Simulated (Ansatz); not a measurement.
Ansatz (a quantum-chemistry and plane-wave program) input file for Cr(O)(OH)4 (CrH4O5), SMILES [O]=[Cr]([OH])([OH])([OH])[OH], multiplicity 1, PBE/def2-SVPD. The structure is a stationary point at B3LYP-D3(BJ)/def2-SVP. The multiplicity is an assumed one; other spin states were not compared. The values are those of a single conformer.

Ansatz 0.2 input:
```yaml
crystal:
  periodic: [false, false, false]
  atoms:
    - {symbol: Cr, position_ang: [-0.09988337, 0.12470854, -0.00000000]}
    - {symbol: O, position_ang: [-0.33084704, 1.65834121, -0.00000000]}
    - {symbol: O, position_ang: [0.60726607, -1.60313572, 0.00000000]}
    - {symbol: H, position_ang: [1.57506756, -1.64163138, 0.00000001]}
    - {symbol: O, position_ang: [-0.95740348, -0.28496205, -1.46145282]}
    - {symbol: H, position_ang: [-0.71257914, -1.20982790, -1.65073576]}
    - {symbol: O, position_ang: [1.68975842, 0.46948575, 0.00000001]}
    - {symbol: H, position_ang: [1.83632765, 1.43014490, 0.00000001]}
    - {symbol: O, position_ang: [-0.95740349, -0.28496204, 1.46145282]}
    - {symbol: H, position_ang: [-0.71257915, -1.20982790, 1.65073577]}
basis:
  gaussian:
    orbitals: def2-SVPD
hamiltonian:
  xc: {name: PBE}
```

It prints:

```
WARN ansatz: RAYON_NUM_THREADS=2 ignored (pool sized by the plan → 2); use --threads N
Functional definition: PBE
integrals: 0.14 GiB planned
1576 factors; their error is unknown
mean field: 0.88 GiB planned
mean field evaluation 1: about -38664.2455 eV, gradient 1.4e2 eV
mean field evaluation 2: about -38125.4297 eV, gradient 4.5e2 eV
mean field evaluation 4: about -38520.8991 eV, gradient 3.1e2 eV
mean field evaluation 8: about -38669.7266 eV, gradient 1.1e2 eV
mean field evaluation 16: about -38697.3065 eV, gradient 9.3e-6 eV
mean field -38697.30650887 eV, -1422.0997842245 hartree, gradient 9.3e-6 eV, S^2 0.000000; 0 other end points of the search recorded, 0 dependent functions left out
reference -38697.30656824 eV, -1422.0997864063 hartree; 34, 34 occupied and 147, 147 virtual orbitals, 1576 factors
Total energy: -38697.30656824 eV, -1422.0997864063 hartree
```

The calculation finished and met its thresholds.
